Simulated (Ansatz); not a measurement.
Geometry optimisation, Ansatz 0.2.0, UKS LDA/STO-3G.

The input (input.yaml):

```yaml
crystal:
  periodic: [false, false, false]
  atoms:
    - { symbol: C, position_ang: [0.1287, -2.3014, 0.267] }
    - { symbol: O, position_ang: [-0.7843, -1.179, 0.5257] }
    - { symbol: B, position_ang: [-0.7321, -0.2148, -0.6024] }
    - { symbol: Cl, position_ang: [-1.7884, -0.3578, -2.0171] }
    - { symbol: C, position_ang: [0.3368, 0.9913, -0.548] }
    - { symbol: C, position_ang: [0.0709, 1.9066, 0.6771] }
    - { symbol: F, position_ang: [1.0038, 2.9376, 0.6921] }
    - { symbol: H, position_ang: [-0.1807, -2.7819, -0.6781] }
    - { symbol: H, position_ang: [0.0128, -2.9622, 1.1359] }
    - { symbol: H, position_ang: [1.1462, -1.9281, 0.218] }
    - { symbol: H, position_ang: [1.3561, 0.5914, -0.4528] }
    - { symbol: H, position_ang: [0.2632, 1.6086, -1.4423] }
    - { symbol: H, position_ang: [-1.0059, 2.3374, 0.6162] }
    - { symbol: H, position_ang: [0.1602, 1.3232, 1.6375] }
magnetization:
  spin_polarized: true
basis:
  gaussian: { orbitals: STO-3G }
hamiltonian:
  xc: lda
relax:
  f_tol: 0.02
  max_steps: 40
```

Launched with:

```bash
$ ansatz run input.yaml --threads 1 --pin off --max-ram 2048MiB --backend cpu --events-out ev --progress --plain --runs-dir out
```

Problem. Where does it end, and by what steps?

Solution. The forces met the threshold. Limits of this set-up: minimal basis. After 26 steps the energy has fallen by 1.472 eV; H10 moved furthest, 1.71 Å.

| step | energy less start (eV) | largest force component (eV/Å) | accepted |
| --- | --- | --- | --- |
| 0 | 0.0000 | 3.335 | yes |
| 1 | -0.3350 | 2.085 | yes |
| 2 | -0.4695 | 1.030 | yes |
| 3 | -0.5507 | 0.943 | yes |
| 4 | -0.7493 | 0.938 | yes |
| 5 | -0.9485 | 0.876 | yes |
| 6 | -1.1232 | 2.084 | yes |
| 7 | -1.2486 | 1.292 | yes |
| 8 | -1.3620 | 0.474 | yes |
| 9 | -1.3849 | 0.586 | yes |
| 10 | -1.4111 | 0.764 | yes |
| 11 | -1.4310 | 0.331 | yes |
| 12 | -1.4380 | 0.101 | yes |
| 13 | -1.4406 | 0.046 | yes |
| 14 | -1.4430 | 0.280 | yes |
| 15 | -1.4463 | 0.314 | yes |
| 16 | -1.4500 | 0.236 | yes |
| 17 | -1.4541 | 0.315 | yes |
| 18 | -1.4585 | 0.273 | yes |
| 19 | -1.4625 | 0.266 | yes |
| 20 | -1.4664 | 0.134 | yes |
| 21 | -1.4692 | 0.043 | yes |
| 22 | -1.4707 | 0.086 | yes |
| 23 | -1.4715 | 0.061 | yes |
| 24 | -1.4719 | 0.033 | yes |
| 25 | -1.4717 | 0.053 | no |
| 26 | -1.4720 | 0.011 | yes |

```xyz
14
Properties=species:S:1:pos:R:3
C 0.043 -2.650 0.035
O 0.653 -1.321 0.022
B -0.064 -0.246 -0.351
Cl -1.801 -0.396 -0.828
C 0.597 1.174 -0.350
C -0.218 2.191 0.527
F 0.300 3.480 0.443
H -1.018 -2.597 -0.288
H 0.111 -3.053 1.067
H 0.622 -3.304 -0.649
H 1.638 1.126 0.014
H 0.621 1.576 -1.381
H -1.284 2.160 0.177
H -0.211 1.833 1.591
```

Run time: 3 min on 1 thread of Arm Neoverse N1, with other jobs on the host, peak memory 0.19 GiB.
